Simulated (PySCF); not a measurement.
C10H10N (charge +1).
Numbering: `[CH3:1][n+:2]1[cH:3][cH:4][cH:5][c:6]2[cH:7][cH:8][cH:9][cH:10][c:11]12`

Cartesian coordinates in Å at the PBE0-D3(BJ)/def2-SVP level; atoms count from 1:
```xyz
21
C10H10N angstrom
C     -2.1224   -1.3296    0.1143
N     -1.2332   -0.1852    0.3196
C     -1.7688    1.0249    0.4919
C     -0.9889    2.1612    0.6934
C      0.3835    2.0289    0.7138
C      0.9766    0.7618    0.5321
C      2.3827    0.5833    0.5446
C      2.9261   -0.6654    0.3615
C      2.0836   -1.7792    0.1593
C      0.7100   -1.6472    0.1409
C      0.1361   -0.3745    0.3282
H     -1.9511   -2.0809    0.8960
H     -1.9394   -1.7729   -0.8737
H     -3.1607   -0.9868    0.1676
H     -2.8585    1.0780    0.4693
H     -1.4805    3.1247    0.8305
H      1.0242    2.9005    0.8705
H      3.0205    1.4557    0.7010
H      4.0091   -0.8011    0.3705
H      2.5244   -2.7677    0.0132
H      0.0906   -2.5280   -0.0196
```

Probes without a nucleus sit at each ring's centroid and 1 Å off its mean plane on both sides; NICS is minus the shielding there, NICSzz its component along the normal. Level: GIAO CAM-B3LYP/pcSseg-2 (PySCF, non-relativistic, gas phase) on the PBE0-D3(BJ)/def2-SVP geometry, one conformer.

Rings: 1. N2–C3–C4–C5–C6–C11; 2. C6–C7–C8–C9–C10–C11.

| set | NICS(0) | NICS(1), two faces | NICS(1)zz, two faces |
| --- | --- | --- | --- |
| P | -9.5 | -11.2 / -11.2 | -30.7 / -30.6 |
| Q | -7.8 | -9.5 / -9.5 | -25.4 / -25.4 |

**Question.** Which set (ppm) belongs to which ring?

**Answer.** P = 2, Q = 1.
- 1 (6-membered ring with N; formal bonds all aromatic): mean NICS(1)zz -25.4 ppm, shielded, aromatic by this magnetic criterion (flat ring, no four-coordinate atom), though in fused rings the probe also feels the neighbouring ring.
- 2 (6-membered carbocycle; formal bonds all aromatic): mean NICS(1)zz -30.6 ppm, shielded. For a flat ring without four-coordinate atoms the NICS criterion counts such a value as aromatic, though in fused rings the probe also feels the neighbouring ring.

**Question.** How do the rings differ in shape?

**Answer.** 
| ring | bond lengths (Å) | rms pucker (Å) | HOMA | nearest outside atom to a NICS(1) probe (Å) |
| --- | --- | --- | --- | --- |
| 1 | 1.335, 1.393, 1.379, 1.411, 1.428, 1.382 | 0.00 | 0.87 | hydrogen 2.65 |
| 2 | 1.417, 1.374, 1.411, 1.380, 1.409, 1.428 | 0.00 | 0.84 | hydrogen 2.67 |

HOMA = 1 − mean of α(R − Ropt)² over the ring bonds, with Krygowski's 1993 parameters (CC: Ropt 1.388 Å, α 257.7 Å⁻²; CN: Ropt 1.334 Å, α 93.52 Å⁻²).
